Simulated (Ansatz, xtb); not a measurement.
## Isomers of C2H5F3Si in order of energy

3 gas-phase structures of C2H5F3Si, from a drawn sample of its isomers (lower ones may exist). Each was relaxed with GFN2-xTB; where two conformers were screened, the lower at r2SCAN-D4/def2-SVP is listed:

A. `FC(F)(F)C[SiH3]`, a singlet
B. `FC[C@H](F)[SiH2]F`, a singlet
C. `C[SiH2]C(F)(F)F`, a singlet

Question: Make a reasoned guess at their ranking by r2SCAN-D4/def2-SVP single-point energy.

Answer: Calculated order at r2SCAN-D4/def2-SVP: B (0.0), A (7.7), C (10.9) kcal/mol.

Energies above the lowest of each column, in kcal/mol; the last columns are at B3LYP/def2-SVP geometries:

| structure | GFN2-xTB | HF/STO-3G | r2SCAN-D4/def2-SVP | B3LYP/def2-SVP | CCSD(T)/def2-SVP + ΔMP2/def2-TZVPP |
| --- | --- | --- | --- | --- | --- |
| B | 0.0 | 14.4 | 0.0 | 0.0 | 0.0 |
| A | 26.0 | 3.5 | 7.7 | 11.8 | 20.2 |
| C | 37.1 | 0.0 | 10.9 | 14.6 | 22.2 |

CCSD(T)/def2-SVP + ΔMP2/def2-TZVPP puts B lowest; HF/STO-3G picks C. Flexible structures stand in one conformer each, not always the lowest. The ΔMP2 step shifts differences by up to 9.6 kcal/mol, which makes them less sure. ΔMP2 is the change of the MP2 energy from the smaller to the larger basis.

Programs: Ansatz 0.2.0, xtb 6.7.1.
